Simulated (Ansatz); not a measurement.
CH5GeNS (`C[S][Ge][NH2]`), 9 atoms. Charge 0, multiplicity 1. Correlated methods include outer-core shells of Ge, which these sets cover unevenly. Scalar relativity is left out up to krypton. All runs use 4 threads of a server CPU on a shared host. Correlated methods freeze the cores.

**Question.** Give the basis size and wall time and peak host memory of each of these runs in Ansatz. RKS PBE0-D4/def2-TZVP relaxation (7 steps); RHF-CCSD(T)/def2-TZVPP energy; RKS PBE0-D4/def2-QZVPP energy; RKS PBE0-D4/def2-SVP energy; RKS BHLYP-D4/def2-TZVPP energy; RKS HSE06-D4/def2-TZVPP energy; direct RPA on PBE orbitals/def2-TZVPP energy; RHF-CCSD(T)/def2-SVP energy; RHF-MP2/def2-QZVPP energy; RKS PBE0-D4/def2-TZVP frequencies; RKS ωB97M-V/def2-QZVPP energy; RKS ωB97M-V/def2-SVP energy. (Estimate.)

**Answer.** Ansatz gave: Other jobs shared the machine, so times are rough.

```tsv
level	job	functions	wall time	peak host memory (GiB)
RKS PBE0-D4/def2-SVP	energy	103	0.7 s	0.23
RKS BHLYP-D4/def2-TZVPP	energy	222	1.6 s	0.61
RKS HSE06-D4/def2-TZVPP	energy	222	2.1 s	0.61
RKS ωB97M-V/def2-SVP	energy	103	2.2 s	0.34
RHF-CCSD(T)/def2-SVP	energy	103	3.2 s	0.45
direct RPA on PBE orbitals/def2-TZVPP	energy	222	3.5 s	0.55
RKS PBE0-D4/def2-QZVPP	energy	423	5.5 s	1.6
RKS ωB97M-V/def2-QZVPP	energy	423	12 s	1.9
RHF-MP2/def2-QZVPP	energy	423	14 s	2.3
RKS PBE0-D4/def2-TZVP	relaxation (7 steps)	177	17 s	0.5
RHF-CCSD(T)/def2-TZVPP	energy	222	32 s	3.8
RKS PBE0-D4/def2-TZVP	frequencies	177	120 s	0.51
```

HSE06 is defined as in plane-wave codes.
